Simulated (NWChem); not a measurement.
Species: CH3FHfS; SMILES [CH3][Hf]([F])=[S]

```xyz
7

Hf    -0.3247     0.3312    -0.5716
S      0.7459    -1.5225     0.0080
F     -1.8638     0.6103     0.5247
C      1.0671     1.9549    -0.0457
H      0.6203     2.9460    -0.2532
H      2.0269     1.8744    -0.5859
H      1.3073     1.9168     1.0307
```
Atoms are numbered in this order, from 1.

Level: PBE0/def2-SVP with def2 effective core potentials on Hf (NWChem), optimised geometry, unscaled harmonic frequencies. def2 effective core potentials on Hf; no spin-orbit coupling.

```
frequency (cm⁻¹)  IR intensity (km/mol)
----------------  ---------------------
117                                 7.4
133                                 3.7
153                                 0.2
164                                 4.0
469                                44.1
499                                55.8
507                                18.2
577                                18.7
659                               109.2
1169                                7.8
1388                               10.1
1402                                8.5
3018                                3.3
3122                                5.3
3141                                0.4
```

```
Property                                                                            Value
-----------------------------------------------------------------------  ----------------
zero-point energy                                                           23.6 kcal/mol
thermal correction to the enthalpy at 298.15 K (with zero-point energy)     28.3 kcal/mol
heat capacity Cv                                                         19.8 cal/(mol K)
entropy at 298.15 K and 1 atm (symmetry number 1)                        83.7 cal/(mol K)
```

Rigid rotor and harmonic oscillator.
